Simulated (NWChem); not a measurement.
System: SnNH₄Br; SMILES [NH2][SnH2][Br]

Input file for NWChem:

```
start job
memory heap 200 mb stack 900 mb global 1100 mb
geometry units angstroms noautoz
  Sn     0.312062     0.847751     0.043508
  N     -1.404319     1.913203     0.208383
  Br    -0.125195    -1.614212    -0.270922
  H      1.124594     1.371065    -1.361755
  H      1.168049     0.996420     1.511169
  H     -1.973187     1.651819     1.011807
  H     -1.997677     1.864531    -0.618043
end
basis spherical
  * library def2-svp
end
ecp
  Sn library def2-ecp
end
dft
  xc slater vwn_5
  iterations 150
  mulliken
end
task dft energy
```

Parts of the log:

```
             Northwest Computational Chemistry Package (NWChem) 7.3.0
             --------------------------------------------------------

 CS  symmetry detected

                             Geometry "geometry" -> ""
                             -------------------------

 Output coordinates in angstroms (scale by  1.889725989 to convert to a.u.)

  No.       Tag          Charge          X              Y              Z
 ---- ---------------- ---------- -------------- -------------- --------------
    1 Sn                  50.0000     0.30137211     0.80530783     0.00000000
    2 N                    7.0000    -1.43336837     1.85364506     0.00000000
    3 Br                  35.0000    -0.09345980    -1.68375414     0.00000000
    4 H                    1.0000     1.12984156     1.15672061    -1.44878738
    5 H                    1.0000     1.12984156     1.15672061     1.44878738
    6 H                    1.0000    -2.01180855     1.68852320     0.82192718
    7 H                    1.0000    -2.01180855     1.68852320    -0.82192718

 Effective nuclear repulsion energy (a.u.)     575.4290510194

      Symmetry information
      --------------------

 Group name             Cs
 Group number              2
 Group order               2
 No. of unique centers     5

                                 NWChem DFT Module
                                 -----------------

 Summary of "ao basis" -> "ao basis" (spherical)
 ------------------------------------------------------------------------------
       Tag                 Description            Shells   Functions and Types
 ---------------- ------------------------------  ------  ---------------------
 Sn                         def2-svp                10       26   4s4p2d
 N                          def2-svp                 6       14   3s2p1d
 Br                         def2-svp                12       32   5s4p3d
 H                          def2-svp                 3        5   2s1p

      Symmetry analysis of basis
      --------------------------

        a'         60
        a"         32

            General Information
            -------------------
          SCF calculation type: DFT
          Wavefunction type:  closed shell.
          No. of atoms     :     7
          No. of electrons :    68
           Alpha electrons :    34
            Beta electrons :    34
          Charge           :     0
          Spin multiplicity:     1
          Use of symmetry is: on ; symmetry adaption is: on
          Maximum number of iterations: 150
          AO basis - number of functions:    92
                     number of shells:    40
          Convergence on energy requested:  1.00D-06
          Convergence on density requested:  1.00D-05
          Convergence on gradient requested:  5.00D-04

              XC Information
              --------------
                        Slater Exchange Functional  1.000 local
                      VWN V Correlation Functional  1.000 local

             Grid Information
             ----------------
          Grid used for XC integration:  medium
          Radial quadrature: Mura-Knowles
          Angular quadrature: Lebedev.
          Tag              B.-S. Rad. Rad. Pts. Rad. Cut. Ang. Pts.
          ---              ---------- --------- --------- ---------
          Sn                  1.45      123           9.0       590
          N                   0.65       49          10.0       434
          Br                  1.15      112          11.0       590
          H                   0.35       45          11.0       434
          Grid pruning is: on
          Number of quadrature shells:   374
          Spatial weights used:  Erf1

      Superposition of Atomic Density Guess
      -------------------------------------

 Sum of atomic energies:       -2877.42284915

      Non-variational initial energy
      ------------------------------

 Total energy =   -2842.316771
 1-e energy   =   -4611.432995
 2-e energy   =    1479.368339
 HOMO         =      -0.350748
 LUMO         =       0.010251

      Symmetry analysis of molecular orbitals - initial
      -------------------------------------------------

  Numbering of irreducible representations:

     1 a'          2 a"

  Orbital symmetries:

     1 a'          2 a'          3 a'          4 a"          5 a'
     6 a'          7 a'          8 a'          9 a"         10 a'
    11 a'         12 a"         13 a'         14 a'         15 a'
    16 a"         17 a'         18 a"         19 a'         20 a'
    21 a'         22 a"         23 a"         24 a'         25 a'
    26 a'         27 a'         28 a"         29 a'         30 a'
    31 a"         32 a'         33 a"         34 a'         35 a'
    36 a'         37 a'         38 a"         39 a'         40 a"
    41 a'         42 a'         43 a"         44 a'

     ---------------------------------------------
      Total Density - Mulliken Population Analysis
     ---------------------------------------------

    Atom       Charge   Shell Charges
 -----------   ------   -------------------------------------------------------
    1 Sn  22    20.87   1.60  0.42  0.90  0.27  3.25  2.74  1.02  0.53  9.76  0.37
    2 N    7     7.87   1.99  1.05  0.50  2.54  1.79  0.01
    3 Br  35    35.54   2.00  2.00  2.00  1.37  0.59  6.00  5.99  2.40  3.18  8.23  1.73  0.05
    4 H    1     1.09   0.64  0.44  0.01
    5 H    1     1.09   0.64  0.44  0.01
    6 H    1     0.77   0.60  0.12  0.04
    7 H    1     0.77   0.60  0.12  0.04

   convergence    iter        energy       DeltaE   RMS-Dens  Diis-err
 ---------------- ----- ----------------- --------- --------- ---------
 d= 0,ls=0.0,diis     1  -2840.8425222469 -3.13D+03  2.13D-02  8.02D-01
 d= 0,ls=0.0,diis     2  -2840.6502411216  1.92D-01  1.60D-02  2.06D+00
 d= 0,ls=0.0,diis     3  -2840.8903948172 -2.40D-01  5.32D-03  2.86D-01
 d= 0,ls=0.0,diis     4  -2840.9192779620 -2.89D-02  2.66D-03  4.48D-02
 d= 0,ls=0.0,diis     5  -2840.9247876087 -5.51D-03  7.44D-04  2.38D-03
  Resetting Diis
 d= 0,ls=0.0,diis     6  -2840.9251607856 -3.73D-04  1.73D-04  1.02D-04
 d= 0,ls=0.0,diis     7  -2840.9251817008 -2.09D-05  6.81D-05  7.27D-06
 d= 0,ls=0.0,diis     8  -2840.9251808378  8.63D-07  3.81D-05  1.50D-05
 d= 0,ls=0.0,diis     9  -2840.9251825274 -1.69D-06  8.25D-06  8.03D-07
 d= 0,ls=0.0,diis    10  -2840.9251826264 -9.90D-08  1.54D-06  2.18D-08

         Total DFT energy =    -2840.925182626385
      One electron energy =    -4613.333354019206
           Coulomb energy =     1596.012271093710
    Exchange-Corr. energy =     -113.351984537665
 Nuclear repulsion energy =      289.747884836777

 Numeric. integr. density =       67.999995964420

                  Occupations of the irreducible representations
                  ----------------------------------------------

                     irrep           alpha         beta
                     --------     --------     --------
                     a'               24.0         24.0
                     a"               10.0         10.0

                       DFT Final Molecular Orbital Analysis
                       ------------------------------------

 Vector   32  Occ=2.000000D+00  E=-2.511072D-01  Symmetry=a'
              MO Center= -2.3D-01, -1.1D+00,  1.5D-12, r^2= 3.3D+00
   Bfn.  Coefficient  Atom+Function         Bfn.  Coefficient  Atom+Function
  ----- ------------  ---------------      ----- ------------  ---------------
    55      0.544345  3 Br px                52      0.481531  3 Br px
    49     -0.322981  3 Br px                29      0.150306  2 N  s
    31     -0.145610  2 N  py                30     -0.116666  2 N  px
    34      0.114593  2 N  py                46      0.105302  3 Br px
    14      0.089243  1 Sn px                28      0.088377  2 N  s

 Vector   33  Occ=2.000000D+00  E=-2.437838D-01  Symmetry=a"
              MO Center=  1.1D-02, -1.4D+00, -4.6D-12, r^2= 2.4D+00
   Bfn.  Coefficient  Atom+Function         Bfn.  Coefficient  Atom+Function
  ----- ------------  ---------------      ----- ------------  ---------------
    57      0.578918  3 Br pz                54      0.511890  3 Br pz
    51     -0.342553  3 Br pz                74      0.137838  4 H  s
    79     -0.137838  5 H  s                 48      0.111654  3 Br pz
    73      0.110601  4 H  s                 78     -0.110601  5 H  s
    16      0.072552  1 Sn pz                13     -0.071780  1 Sn pz

 Vector   34  Occ=2.000000D+00  E=-2.279912D-01  Symmetry=a'
              MO Center= -1.1D+00,  1.1D+00,  1.5D-12, r^2= 3.8D+00
   Bfn.  Coefficient  Atom+Function         Bfn.  Coefficient  Atom+Function
  ----- ------------  ---------------      ----- ------------  ---------------
    31      0.495464  2 N  py                34     -0.405607  2 N  py
    56     -0.243901  3 Br py                55      0.211439  3 Br px
    53     -0.191929  3 Br py                52      0.185657  3 Br px
    29     -0.132320  2 N  s                 50      0.128660  3 Br py
    49     -0.123664  3 Br px                28     -0.118175  2 N  s

 Vector   35  Occ=0.000000D+00  E=-6.556457D-02  Symmetry=a'
              MO Center=  8.9D-02,  2.2D-01,  1.8D-13, r^2= 4.7D+00
   Bfn.  Coefficient  Atom+Function         Bfn.  Coefficient  Atom+Function
  ----- ------------  ---------------      ----- ------------  ---------------
     3      0.759041  1 Sn s                  4      0.560768  1 Sn s
    56     -0.514365  3 Br py                74     -0.357352  4 H  s
    79     -0.357352  5 H  s                 15     -0.322334  1 Sn py
    12     -0.306314  1 Sn py                53     -0.287960  3 Br py
     2     -0.250517  1 Sn s                 29     -0.247893  2 N  s

 Vector   36  Occ=0.000000D+00  E=-2.739370D-02  Symmetry=a'
              MO Center= -7.5D-02,  9.9D-01, -7.7D-14, r^2= 5.4D+00
   Bfn.  Coefficient  Atom+Function         Bfn.  Coefficient  Atom+Function
  ----- ------------  ---------------      ----- ------------  ---------------
    29      0.875474  2 N  s                 14      0.684006  1 Sn px
    15     -0.592855  1 Sn py                12     -0.269558  1 Sn py
    84     -0.255988  6 H  s                 89     -0.255988  7 H  s
    11      0.250093  1 Sn px                55     -0.225406  3 Br px
    28      0.218912  2 N  s                 45     -0.192664  3 Br s

 Vector   37  Occ=0.000000D+00  E=-8.069372D-03  Symmetry=a'
              MO Center=  7.0D-01,  1.2D+00,  2.2D-13, r^2= 4.1D+00
   Bfn.  Coefficient  Atom+Function         Bfn.  Coefficient  Atom+Function
  ----- ------------  ---------------      ----- ------------  ---------------
    74      0.786249  4 H  s                 79      0.786249  5 H  s
    14     -0.668329  1 Sn px                15     -0.643650  1 Sn py
     3     -0.601892  1 Sn s                  4     -0.483408  1 Sn s
    11     -0.293364  1 Sn px                12     -0.275208  1 Sn py
    45     -0.208170  3 Br s                 73      0.201769  4 H  s

     ---------------------------------------------
      Total Density - Mulliken Population Analysis
     ---------------------------------------------

    Atom       Charge   Shell Charges
 -----------   ------   -------------------------------------------------------
    1 Sn  22    21.63   1.60  0.43  1.16  0.14  3.24  2.76  1.49  0.60  9.66  0.54
    2 N    7     7.39   1.98  0.99  0.50  2.40  1.50  0.01
    3 Br  35    35.26   2.00  2.00  1.99  1.48  0.48  6.00  5.97  2.37  2.96  8.17  1.76  0.08
    4 H    1     1.02   0.64  0.37  0.01
    5 H    1     1.02   0.64  0.37  0.01
    6 H    1     0.84   0.68  0.12  0.04
    7 H    1     0.84   0.68  0.12  0.04

     -------------------------------------------
      Total Density - Lowdin Population Analysis
     -------------------------------------------

    Atom       Charge   Shell Charges
 -----------   ------   -------------------------------------------------------
    1 Sn  22    21.69   1.18  0.77  0.77  0.41  3.01  2.86  1.41  0.91  9.41  0.97
    2 N    7     7.24   1.97  0.73  0.48  2.20  1.84  0.02
    3 Br  35    35.14   2.00  2.00  1.96  1.16  0.74  5.99  5.81  2.46  3.00  7.82  2.05  0.15
    4 H    1     1.04   0.57  0.45  0.03
    5 H    1     1.04   0.57  0.45  0.03
    6 H    1     0.92   0.58  0.21  0.13
    7 H    1     0.92   0.58  0.21  0.13

     Multipole analysis of the density
     ---------------------------------

     L   x y z        total         alpha         beta         nuclear
     -   - - -        -----         -----         ----         -------
     0   0 0 0     -0.000000    -34.000000    -34.000000     68.000000

     1   1 0 0     -0.249717      7.848291      7.848291    -15.946300
     1   0 1 0      0.681270     21.645991     21.645991    -42.610712
     1   0 0 1      0.000000      0.000000      0.000000      0.000000

     2   2 0 0    -34.458137    -66.033937    -66.033937     97.609737
     2   1 1 0     -0.299456     21.154858     21.154858    -42.609171
     2   1 0 1      0.000000      0.000000      0.000000      0.000000
     2   0 2 0    -41.319355   -281.211068   -281.211068    521.102781
     2   0 1 1      0.000000      0.000000      0.000000      0.000000
     2   0 0 2    -36.462581    -28.139384    -28.139384     19.816187
```

Level: LDA (Slater exchange, VWN5)/def2-SVP with def2 effective core potentials on Sn. The geometry was optimised at PBE0/def2-SVP. def2 effective core potentials on Sn; no spin-orbit coupling.
